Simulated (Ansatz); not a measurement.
hydrogen sulfate (HO4S), SMILES O=S(=O)([O-])O, charge -1.

Geometry optimised at B3LYP-D3(BJ)/def2-SVPD. Other conformers were not sampled.

Two levels are set side by side: PBE/def2-SVPD (Ansatz, a program for electronic structure) and CAM-B3LYP/def2-SVPD (Ansatz). Energy differences of separate SCF runs at the same geometry; the states with an electron removed or added have multiplicity 2. Differences are taken from unrounded values.

```
quantity                           CAM-B3LYP   PBE  PBE minus CAM-B3LYP
---------------------------------  ---------  ----  -------------------
vertical ionisation energy (eV)         5.34  4.60                -0.74
vertical singlet–triplet gap (eV)       6.09  5.15                -0.93
```
